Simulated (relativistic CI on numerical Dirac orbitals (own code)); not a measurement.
## Os³⁺: what numerical and physical settings do to a radial Dirac CI calculation

Reference input:

```
atom Os  Z=76  charge=3  electrons=73
nucleus A=192  rms_radius_fm=5.4126
hamiltonian dirac-coulomb  breit=on  qed=on  c_scale=1
orbitals kli  potential=per-configuration
slater_scale 1
correlation none
mixing on
grid step=0.0125 r_max=64.9
scf mixing=0.4 start=green max_iterations=150 tolerance=2e-08 node_fill=0.05
configurations
  [Xe] 4f14 5d5
  [Xe] 4f14 5d4 6s
  [Xe] 4f14 5d3 6s2
end
```

Computed lowest total energy -17237.63008 Ha, first excitation 20760.0 cm⁻¹, 38 SCF steps. Runs with settings changed; * marks those that are bad on purpose:

| Changed | Outcome | Lowest level | ΔE (Ha) | First excitation (cm⁻¹) | SCF steps | Message |
| --- | --- | --- | --- | --- | --- | --- |
| Slater scale 1.2, end of the grid at 45.43 bohr, grid step 0.006 | converged | 5d5 6S_5/2 | -0.0375 | 26118.6 | 38 |  |
| iteration limit 30, SCF tolerance 1e-05, Slater scale 0.6 | converged | 5d5 6S_5/2 | 0.0713 | 10211.5 | 32 |  |
| grid step 0.008 | converged | 5d5 6S_5/2 | -0.000135 | 20760.0 | 38 |  |
| iteration limit 30 | converged | 5d5 6S_5/2 | 0 | 20760.0 | 38 |  |
| SCF mixing 0.001 * | converged | 5d5 6S_5/2 | 3.43e-09 | 20760.0 | 77 |  |
| configuration list: no such shell * | refused |  |  |  | 0 | configuration [Xe] 4f14 5d3 2d2: l must be smaller than n |

With so few configurations and no correlation, terms lie too far apart (by 10 to 50 % near neutrality), their order can be wrong, and levels of other configurations are missing.
